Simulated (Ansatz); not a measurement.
Molecule: [diamino(methyl)silyl]methane, C$_{2}$H$_{10}$N$_{2}$Si, charge 0, multiplicity 1. SMILES: C[Si](C)(N)N
Geometry from a B3LYP-D3(BJ)/def2-TZVP (Ansatz, a first-principles code) optimisation:
```xyz
15

C      0.9644    -0.8531     1.3406
Si     0.0073    -0.0002    -0.0291
C     -1.4796     0.8638     0.7210
N     -0.3374    -1.2341    -1.1815
N      0.8565     1.2233    -0.8959
H      0.3760    -1.6464     1.8103
H      1.8852    -1.2996     0.9591
H      1.2363    -0.1407     2.1230
H     -2.0893     0.1585     1.2903
H     -1.1793     1.6631     1.4044
H     -2.1116     1.3043    -0.0532
H     -0.8128    -1.0211    -2.0439
H     -0.4923    -2.1875    -0.8972
H      1.6812     1.0030    -1.4312
H      0.8618     2.1798    -0.5815
```
Charge 0, spin multiplicity 1.

Quantity: vertical triplet-singlet gap, E(triplet) - E(singlet), in eV. Conventions: spin-orbit terms left out; UHF or UKS for open shells; non-relativistic; 6-311+G** with 5d, 6d on Na to Ar in Ansatz; each state is the SCF solution reached for its charge and spin; dispersion terms only where a functional's name holds one; 6-31G* and kin with 6d, 5d where marked. First-principles rows: single points at B3LYP-D3(BJ) geometries (Ansatz). Levels can end on unlike triplets.

```csv
level,program,"vertical triplet-singlet gap, E(triplet) - E(singlet) (eV)"
B3LYP/STO-3G,Ansatz,9.44
B3LYP/3-21G,Ansatz,7.06
B3LYP/6-31G*,Ansatz,6.73
B3LYP/6-311+G**,Ansatz,5.55
B3LYP/def2-TZVPD,Ansatz,5.62
```

No value to compare with is used here. The 4 habitual levels span 5.55 (B3LYP/6-311+G**) to 9.44 eV (B3LYP/STO-3G); B3LYP/def2-TZVPD gives 5.62.

The sets are all those run for this method; left out are runs that failed, that the program found above a lower state of the same kind, or whose <S^2> lies over 0.5 above the pure value.
